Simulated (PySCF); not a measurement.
**Nuclear quadrupole coupling in `F[Si@@H]1O[SiH2][SiH2][SiH2][SiH2]1`**

Species: FH9OSi5.
Z-matrix (Å and degrees, GFN2-xTB geometry), rows numbered from 1:
```
F 
Si  1  1.6194
O   2  1.6200  1  104.92
Si  3  1.6339  2  153.63  1   -55.09
Si  4  2.3139  3  105.58  2   -51.95
Si  5  2.3441  4  113.38  3    22.73
Si  2  2.2986  1  106.98  3  -113.17
H   2  1.4545  1  102.75  3   108.42
H   4  1.4650  3  101.86  2  -175.99
H   4  1.4663  3  106.44  2    70.71
H   5  1.4764  4  110.04  3   -99.21
H   5  1.4735  4  109.96  3   148.62
H   6  1.4756  5  109.62  4    92.22
H   6  1.4749  5  113.11  4  -153.93
H   7  1.4729  2  109.66  1   -47.80
H   7  1.4760  2  108.82  1  -159.89
```

Field gradients from the PBE0/pcSseg-1 density (PySCF, non-relativistic), principal values in atomic units, ordered |Vxx| ≤ |Vyy| ≤ |Vzz|:

| atom | Vxx | Vyy | Vzz |
| --- | --- | --- | --- |
| O3 | -0.4479 | -0.6140 | 1.0619 |

**Question.** Find the asymmetry η = (Vxx − Vyy)/Vzz and the couplings χ = eQV/h (234.96 MHz × Q in barn × V in au), with Q(17O) = −0.0256 b.

**Answer.** 
```tsv
atom	environment	nucleus	η	χzz (MHz)	χxx (MHz)	χyy (MHz)
O3	siloxane oxygen	17O	0.16	-6.39	2.69	3.69
```

The tensor is traceless: Vxx + Vyy + Vzz = 0.

**Question.** What is Vzz at O3 in SI units (1 au = 9.71736 × 10²¹ V/m²)?

**Answer.** 1.0619 au = 10.319 × 10²¹ V/m².

Were the hydrogens deuterons (Q(2H) = 0.00286 b), χzz would run from 106 kHz (H13, H16, H11, H10 and 1 more) to 111 kHz (H8).

Isolated species at its GFN2-xTB geometry (one conformer only). GFN2-xTB bond lengths can be off by several hundredths of an ångström, more for odd bonds, and the gradients follow them. The basis is small and wasn't made for field gradients, so the couplings can be 20 % off.
